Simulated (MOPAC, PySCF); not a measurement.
Constitutional and geometric isomers with formula CH2B2. All species are isolated molecules in the gas phase. Strings in code marks are SMILES.

Quantity: electronic energy of isomers of CH2B2 relative to `B=C=B`, in kcal/mol. Semi-empirical values (MOPAC) are differences of heats of formation.

Level 1: PBE-D3(BJ)/def2-TZVP // B3LYP-D3(BJ)/def2-TZVP (PySCF)
Level 2: B3LYP/6-31G* // B3LYP-D3(BJ)/def2-TZVP (PySCF)
Level 3: HF/6-31G* // B3LYP-D3(BJ)/def2-TZVP (PySCF)
Level 4: PM7 // B3LYP-D3(BJ)/def2-TZVP (MOPAC)

| species | level 2 | level 3 | level 4 |
|---|---|---|---|
| `B1=CB1` | 26.9 | 30.4 | 10.8 |

What does level 1 give for each?


- `B1=CB1`: 21.1
